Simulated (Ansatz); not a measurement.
```yaml
crystal:
  periodic: [false, false, false]
  atoms:
    - {symbol: F, position_ang: [-2.808765, -0.640916, 1.522867]}
    - {symbol: In, position_ang: [-1.935774, 1.370660, 0.418681]}
    - {symbol: C, position_ang: [0.530941, 0.764911, -0.475986]}
    - {symbol: Si, position_ang: [1.105031, -1.505062, -0.304464]}
    - {symbol: Cl, position_ang: [1.867086, 1.997019, 0.870093]}
    - {symbol: H, position_ang: [-3.223785, 3.051958, 0.547853]}
    - {symbol: H, position_ang: [0.721762, 1.235441, -1.741370]}
    - {symbol: H, position_ang: [-0.027460, -2.451949, -1.435148]}
    - {symbol: H, position_ang: [0.904391, -2.075490, 1.444251]}
    - {symbol: H, position_ang: [2.866572, -1.746572, -0.846764]}
basis:
  gaussian: {orbitals: STO-3G, nuclear_model: gaussian}
magnetization: {spin_polarized: true, initial_magnetization: 0}
hamiltonian: {xc: {name: PBE0}, dispersion: d3bjatm}
output: {forces: true}
```

```sh
$ ansatz run in.yaml --threads 4 --pin off --events-out ev --progress --plain --max-ram 10444MiB
```

Output, abridged:

```
Functional definition: PBE0
755 factors; integrals over basis functions are off by at most 7.5e-5 eV
mean field evaluation 1: about -178610.9298 eV, gradient 2.3e1 eV
mean field evaluation 2: about -178335.8732 eV, gradient 1.3e2 eV
mean field evaluation 4: about -178617.9492 eV, gradient 4.9e0 eV
mean field evaluation 8: about -178618.0299 eV, gradient 2.7e-1 eV
mean field evaluation 16: about -178618.0311 eV, gradient 9.5e-5 eV
mean field -178618.03106336 eV, -6564.0915699287 hartree, gradient 1.8e-5 eV, S^2 0.000000; 2 other end points of the search recorded, 0 dependent functions left out
reference -178618.03108433 eV, -6564.0915706991 hartree; 50, 50 occupied and 10, 10 virtual orbitals, 755 factors
Total energy: -178618.29043314 eV, -6564.1011015921 hartree
Atom 0 at    -2.808765    -0.640916     1.522867 Å, force     1.829300     4.109056    -2.315968 eV/Å
Atom 1 at    -1.935774     1.370660     0.418681 Å, force    -0.996911    -1.993668     1.666322 eV/Å
Atom 2 at     0.530941     0.764911    -0.475986 Å, force     0.134758     0.338349    -0.942444 eV/Å
Atom 3 at     1.105031    -1.505062    -0.304464 Å, force     0.451685    -0.297658    -0.032527 eV/Å
Atom 4 at     1.867086     1.997019     0.870093 Å, force    -2.331773    -2.263410    -2.551314 eV/Å
Atom 5 at    -3.223785     3.051958     0.547853 Å, force     2.425117    -2.925115    -0.355429 eV/Å
Atom 6 at     0.721762     1.235441    -1.741370 Å, force    -0.263634    -1.627827     4.780185 eV/Å
Atom 7 at    -0.027460    -2.451949    -1.435148 Å, force     2.887905     2.510814     2.943883 eV/Å
Atom 8 at     0.904391    -2.075490     1.444251 Å, force     0.470610     1.527915    -4.596524 eV/Å
Atom 9 at     2.866572    -1.746572    -0.846764 Å, force    -4.607058     0.621543     1.403816 eV/Å
Dipole moment:    -0.580533    -0.223622    -0.521508 e Å
```

Hardware: 4 threads of an Intel Xeon Platinum 8488C on a shared host. Wall time 1.8 s, peak host memory 0.28 GiB.
